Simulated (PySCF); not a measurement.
**BiCl3(H2O) at several levels of theory**

Computed with PySCF 2.14.0 (density fitting, no spin-orbit coupling) at the geometry relaxed with PBE0:

```xyz
7
BiCl3(H2O) (singlet)
Bi   -0.9921   -0.2665    0.2665
Cl    0.3446    1.7193    0.9451
Cl   -0.0032   -1.8753    1.8753
Cl    0.3446   -0.9451   -1.7193
O    -1.5216    1.6038   -1.6038
H    -0.9718    2.3076   -1.2274
H    -0.9718    1.2274   -2.3076
```

| level | basis | state | HOMO (eV) | gap (eV) | charge on Bi1 (e) | dipole about the centre of mass (D) | largest force component (eV/Å) |
| --- | --- | --- | --- | --- | --- | --- | --- |
| PBE0 | Bi def2-SVP with ECP60, Cl def2-SVP, O def2-SVP, H def2-SVP | singlet | -8.37 | 6.16 | 0.97 | 4.08 | 0.01 |
| wB97X | the same | singlet | -10.53 | 10.23 | 1.03 | 4.33 | 0.09 |
| HF | the same | singlet | -11.02 | 11.92 | 1.27 | 4.53 | 1.36 |

Charges are Mulliken's, which hang on the basis. The relaxation used the grid (50, 194), these runs (75, 302) or, all-electron (x2c bases, spin-free X2C Hamiltonian), (99, 590).

**Question.** What does PBE0 with Bi def2-TZVP with ECP60, Cl def2-TZVP, O def2-TZVP, H def2-TZVP give here?

**Answer.** state singlet, HOMO (eV) -8.62, gap (eV) 6.22, charge on Bi1 (e) 1.06, dipole about the centre of mass (D) 3.96, largest force component (eV/Å) 0.52. Time: 16 s on 2 threads of Arm Neoverse V1, on a shared host, from free ions and atoms.

In the first row's basis the gap widens with exact exchange: 6.2 eV for PBE0 (a fixed share); 10.2 to 11.9 eV for wB97X, Hartree–Fock (rising or full at long range).
